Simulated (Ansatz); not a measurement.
Correlation energies of `[CH3][Ga-]([CH3])([OH])[OH2+]` by basis set

```xyz
14

C    -0.048   -0.157   -2.075
Ga    0.249   -0.050   -0.141
C    -0.008   -1.439    1.240
O     1.410    1.320    0.343
O    -1.162    1.527    0.447
H    -1.032   -0.570   -2.305
H     0.025    0.837   -2.519
H     0.702   -0.795   -2.548
H     0.745   -2.226    1.139
H    -0.987   -1.916    1.145
H     0.078   -1.028    2.248
H     1.982    1.120    1.085
H    -0.332    2.004    0.665
H    -1.624    1.373    1.276
```

Total charge 0; spin multiplicity 1. Correlated methods include outer-core shells of Ga, which these sets cover unevenly. Scalar relativity is left out up to krypton. The structure was optimised at the PBE0-D4/def2-TZVP level. It is one conformer, not always the lowest. Frozen core, restricted reference, the Gaussian-basis code of Ansatz.

| basis | HF (Eh) | MP2 corr. | CCSD corr. | (T) | CCSD(T) total |
| --- | --- | --- | --- | --- | --- |
| def2-SVP | -2153.57503 | -0.91010 | ? | ? | ? |
| def2-TZVPP | -2154.10382 | -1.10865 | -1.13696 | ? | ? |
| def2-QZVPP | -2154.15491 | ? | – | – | – |

Fill in the withheld values. (Best estimate.)

The calculation gave: def2-SVP CCSD corr.: -0.94617; def2-SVP (T): -0.02474; def2-SVP CCSD(T) total: -2154.54594; def2-TZVPP (T): -0.04220; def2-TZVPP CCSD(T) total: -2155.28298; def2-QZVPP MP2 corr.: -1.41983.
